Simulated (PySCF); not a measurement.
Radial density of Mn (manganese, neutral)

r2SCANh, [Ar] 3d7, high-spin 4F determinant (an excited configuration). Computed with PySCF 2.14 in aug-cc-pVQZ (9s8p6d4f3g2h, 140 functions), with the non-relativistic Hamiltonian (point nucleus).

| r (bohr) | 4πr²ρ (e/bohr) | 4πr²(ρα − ρβ) |
| --- | --- | --- |
| 0.00104 | 0.1355 | 0.0000 |
| 0.00175 | 0.3700 | 0.0000 |
| 0.00294 | 0.9862 | 0.0000 |
| 0.00494 | 2.525 | -0.0001 |
| 0.00830 | 6.039 | -0.0002 |
| 0.0140 | 12.89 | -0.0005 |
| 0.0235 | 22.77 | -0.0008 |
| 0.0395 | 29.69 | -0.0008 |
| 0.0665 | 26.10 | 0.0005 |
| 0.112 | 23.95 | 0.0132 |
| 0.188 | 32.88 | 0.1283 |
| 0.316 | 20.67 | 0.7010 |
| 0.532 | 12.22 | 1.9358 |
| 0.895 | 13.82 | 2.3470 |
| 1.51 | 4.461 | 1.2369 |
| 2.53 | 0.9241 | 0.2873 |
| 4.26 | 0.1943 | -0.0107 |
| 7.16 | 0.03021 | -0.0191 |
| 12.1 | 0.001470 | -0.0014 |

⟨S²⟩ = 3.84 against 3.75 shows spin contamination.

Question: Where is the radial spin density 4πr²(ρα − ρβ) most negative, and why is it negative at all?

Answer: Around r = 7.16 bohr, down to -0.0191 e/bohr: exchange with the open shell polarises the paired shells in an unrestricted calculation.
